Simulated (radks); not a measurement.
Results of a calculation; reference values are marked as such.
The hafnium ion Hf1.75+, 70.25 electrons, occupied as [Xe] 4f14 5d1.25 6s1 (fractional occupations, a model configuration). Code: a radial shooting solver on a logarithmic mesh with Libxc functionals. Model: Dirac Kohn-Sham, PBE, spin-unpolarised, spherical densities, point nucleus; open shells are shared between the two j in proportion to 2j + 1.

Radial electron density D(r) = 4 pi r^2 rho(r):

```
   r/bohr * D(r) (the largest magnitude, 129, reaches the edge; | marks zero)
 0.003161 |              *
 0.004283 |                     *
 0.005805 |                             *
 0.007805 |                                    *
  0.01058 |                                         *
  0.01434 |                                          *
  0.01943 |                                       *
  0.02633 |                                     *
  0.03569 |                                           *
  0.04798 |                                                    *
  0.06502 |                                                      *
  0.08813 |                                             *
   0.1194 |                                           *
   0.1619 |                                                  *
   0.2176 |                                       *
   0.2949 |                        *
   0.3997 |                            *
   0.5417 |                         *
   0.7342 |            *
   0.9871 |      *
    1.338 |   *
    1.813 | *
    2.457 |*
     3.33 *
    4.477 *
    6.068 *
    8.224 *
```

D(r) has 4 maxima, at r = 0.0130, 0.0586, 0.163, 0.436 bohr, and minima at 0.0253, 0.106, 0.309 bohr, inside which lie 2.02, 11.15, 29.87 electrons.
